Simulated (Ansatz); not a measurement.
`CC1=CCS(=O)(=O)C1`. Total charge 0; spin multiplicity 1.

```xyz
16

C     1.317   -0.932    1.556
C     0.425   -0.242    0.586
C    -0.651    0.478    0.902
C    -1.425    1.088   -0.215
S    -0.754    0.293   -1.684
O    -1.596   -0.821   -2.023
O    -0.412    1.268   -2.682
C     0.723   -0.341   -0.877
H     1.329   -2.011    1.372
H     2.349   -0.582    1.458
H     0.991   -0.761    2.583
H    -0.972    0.619    1.928
H    -2.495    0.871   -0.186
H    -1.278    2.167   -0.314
H     0.874   -1.366   -1.223
H     1.575    0.272   -1.183
```

Question: List the harmonic frequencies (cm⁻¹, unscaled) at PBE0-D4/def2-TZVP in Ansatz. (An estimate is asked.)

Answer: The calculation gave: 50, 177, 233, 278, 311, 339, 389, 438, 469, 557, 620, 722, 796, 805, 893, 915, 930, 981, 1043, 1056, 1130, 1140, 1160, 1192, 1267, 1280, 1353, 1399, 1411, 1439, 1448, 1468, 1478, 1737, 3041, 3074, 3076, 3098, 3131, 3132, 3140, 3197.

Question: Is this a minimum?

Answer: Yes, all 42 modes are real.

Question: Give the ideal-gas thermochemistry at 298.15 K and 1 bar (rigid rotor, harmonic oscillator; point group C1, symmetry number 1).

Answer: Zero-point energy 333.7 kJ/mol; H(298) − E = 356.8 kJ/mol; entropy 365.5 J/(mol·K), of which translation 169.8, rotation 118.8, vibration 76.9; G(298) − E = 247.8 kJ/mol. Modes under 100 cm⁻¹ are hindered rotations or soft bends, so the harmonic entropy is rough.
